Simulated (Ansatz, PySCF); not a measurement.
Pair of molecules: hydrogen isocyanide (SMILES [C-]#[NH+]) (first 3 atoms) with hydrogen isocyanide (SMILES [C-]#[NH+]); geometry from B3LYP-D3(BJ)/def2-TZVP, rigid monomers moved along the line of their centres of mass till H3···C4 is 3.70 Å.
(charge 0, multiplicity 1):
```xyz
6

C     -0.21659     0.39364    -1.13054
N     -0.11584     0.33019     0.02628
H     -0.02788     0.27470     1.03612
C      0.29092     0.07449     4.71280
N      0.39109     0.01222     5.86537
H      0.47752    -0.04145     6.85879
```

Monomers are frozen at their geometry in the pair; levels with a basis set take the counterpoise correction.

Frozen-core correlation. CBS: X⁻³ extrapolation of the correlation energy, Hartree–Fock from the larger set.

Codes used: Ansatz (Gaussian basis) for Hartree–Fock, density functionals and correlated methods; PySCF for the dispersion terms. Values without a source in brackets are computed.

PBE/def2-TZVPPD gives -9.8 kJ/mol for the interaction energy.

Problem. Where do these levels fall relative to PBE: PBE-D3(BJ)/def2-TZVPPD, r2SCAN/def2-TZVPPD, PBE0/def2-TZVPPD, wB97M-V/def2-TZVPPD, MP2/CBS(aug-cc-pVDZ, aug-cc-pVTZ), CCSD(T)/CBS(aug-cc-pVDZ, aug-cc-pVTZ).

Solution. PBE-D3(BJ)/def2-TZVPPD -0.5; r2SCAN/def2-TZVPPD 0.4; PBE0/def2-TZVPPD 0.3; wB97M-V/def2-TZVPPD 0.2; MP2/CBS(aug-cc-pVDZ, aug-cc-pVTZ) -1.0; CCSD(T)/CBS(aug-cc-pVDZ, aug-cc-pVTZ) -0.2 kJ/mol. 3 of 6 lie above PBE; the widest gap is to MP2/CBS(aug-cc-pVDZ, aug-cc-pVTZ).

Ansatz is a quantum-chemistry and plane-wave program.
